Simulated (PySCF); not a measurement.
## Substituent chemical shifts

Parent skeleton `[F:1][SiH2:2][NH:3][CH:4]1[CH2:5][CH2:6][CH2:7]1`; one hydrogen on atom 5 is replaced by X. Hydrogens on one atom are averaged.

Computational details: GIAO PBE0/pcSseg-1 shieldings, GFN2-xTB structure, in PySCF 2.14.0 with density-fitted response routines (one conformer, non-relativistic Hamiltonian, isolated molecule, rapidly exchanging positions averaged).

δ = σ(ref) − σ, references computed at the same level: $^{19}$F (170.95 ppm) against CFCl3; $^{29}$Si (349.16 ppm), $^{13}$C (186.93 ppm), $^{1}$H (31.72 ppm) against TMS; NH3 for $^{15}$N (267.73 ppm).

Parent (X = H): F1 -206.9, Si2 -22.3, N3 73.8, C4 46.0, C5 36.4, C6 13.0, C7 36.4, H(Si2) 5.11, H(C4) 3.63 ppm. Effects are Δδ = δ(X) − δ(H), positive for deshielding.

(1) Order these by the shift of C7, most shielded first.
A. X = CHF2
B. X = CH2SiH3
C. X = CH2NH2

(2) Order these by the shift of F1, most shielded first.
A. X = CH2SiH3
B. X = CHF2
C. X = CH2NH2

(3) Order these by the shift of C6, most shielded first.
A. X = CH2NH2
B. X = CH2SiH3
C. X = CHF2

## Answers

(1) B (-7.8 ppm), A (-1.7 ppm), C (+0.2 ppm).

(2) A (-7.7 ppm), C (-1.0 ppm), B (+1.5 ppm).

(3) C (+1.9 ppm), A (+4.2 ppm), B (+10.1 ppm).

Unscaled 19F shifts against computed CFCl3 carry errors that often reach 10 to 50 ppm. Experimental scales use liquid or dissolved standards, which lie at an offset from isolated NH3 (liquid NH3: subtract about 20 ppm).
